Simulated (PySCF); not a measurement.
**Correlation energy of Fe⁻ (iron, charge -1)**

[Ar] 3d7 4s2, high-spin 4F determinant. Computed with PySCF 2.14 in def2-QZVPPD (11s6p5d4f2g, 100 functions), with no relativity, point nucleus. Frozen: [Ne]; 17 electrons correlated.

MP2 pair energies summed by pair of shells (mhartree):

| pair | energy | share (%) |
| --- | --- | --- |
| 3d-3d | -219.10 | 35.4 |
| 3p-3d | -205.37 | 33.2 |
| 3p-3p | -62.20 | 10.0 |
| 3s-3d | -41.73 | 6.7 |
| 3d-4s | -32.08 | 5.2 |
| 3s-3p | -29.29 | 4.7 |
| 4s-4s | -18.15 | 2.9 |
| 3p-4s | -6.18 | 1.0 |
| 3s-3s | -4.78 | 0.8 |
| 3s-4s | -0.48 | 0.1 |

Total MP2 correlation energy: -619.37 mhartree.

Same-spin part -202.79 and opposite-spin part -416.58 mhartree; SCS-MP2 scales them by 1/3 and 6/5 to -567.49 mhartree.

The Hartree-Fock reference does not bind the outermost electron (its level is positive or very diffuse), so these energies belong to a reference that the basis holds together.

This basis was not built for core-valence correlation, so the inner-shell part is incomplete.
